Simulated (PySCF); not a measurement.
Input for PySCF: R-HF/STO-3G on CH8Si (a complex), monomers drawn apart or pushed together.

```python
from pyscf import gto, scf, dft, mp
from pyscf.data.elements import chemcore

mol = gto.M(
    atom='''
    H    -0.61203198    0.30408096    0.13778172
    H     0.03070897    0.26850090   -0.23557631
    C     0.89110411   -1.25719265    4.58553517
    Si   -0.10926751    0.30401547    4.86837728
    H     1.85190542   -1.20127519    5.10043720
    H     1.08490531   -1.40731365    3.52227104
    H     0.35816164   -2.13324383    4.95955198
    H    -0.37187082    0.49975543    6.31533052
    H    -1.41409005    0.22363037    4.16696790
    H     0.61801660    1.49274766    4.36113401
    ''',
    basis='sto-3g',
    charge=0, spin=0, verbose=3, max_memory=1800)
mf = scf.RHF(mol)
mf.conv_tol = 1e-8
mf.max_cycle = 100
mf.kernel()
if not mf.converged:
    mf = mf.newton().run(mf.mo_coeff, mf.mo_occ)
```

Program output:

```
converged SCF energy = -327.622287329313
```

The calculation finished and met its thresholds.

Cost: very roughly 0.18 core-seconds.
